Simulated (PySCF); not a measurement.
BrClFGa. Atoms are numbered in the order given.

```xyz
4

Ga    -0.3226     0.4925     0.0000
F     -2.0204     0.8924     0.0000
Cl     1.0651     2.1087     0.0000
Br     0.2879    -1.6899     0.0000
```

The structure is a stationary point at B3LYP-D3(BJ)/def2-SVP.

Calculation: PySCF with PBE/def2-TZVPD.

Symmetry labels are those of the subgroup Cs that the program uses (full group Cs).

Problem. List the valence orbital energies around the gap with their symmetry. (An estimate is asked for; the answer gives what the named calculation found.)

Solution. 
```json
[
 {"orbital": "HOMO−7", "symmetry": "A'", "energy (eV)": "-10.42"},
 {"orbital": "HOMO−6", "symmetry": "A'", "energy (eV)": "-10.17"},
 {"orbital": "HOMO−5", "symmetry": "A\"", "energy (eV)": "-9.84"},
 {"orbital": "HOMO−4", "symmetry": "A'", "energy (eV)": "-9.12"},
 {"orbital": "HOMO−3", "symmetry": "A\"", "energy (eV)": "-8.65"},
 {"orbital": "HOMO−2", "symmetry": "A'", "energy (eV)": "-8.40"},
 {"orbital": "HOMO−1", "symmetry": "A\"", "energy (eV)": "-8.10"},
 {"orbital": "HOMO", "symmetry": "A'", "energy (eV)": "-7.90"},
 {"orbital": "LUMO", "symmetry": "A'", "energy (eV)": "-3.30"},
 {"orbital": "LUMO+1", "symmetry": "A\"", "energy (eV)": "-2.31"},
 {"orbital": "LUMO+2", "symmetry": "A'", "energy (eV)": "-0.14"},
 {"orbital": "LUMO+3", "symmetry": "A'", "energy (eV)": "0.06"}
]
```
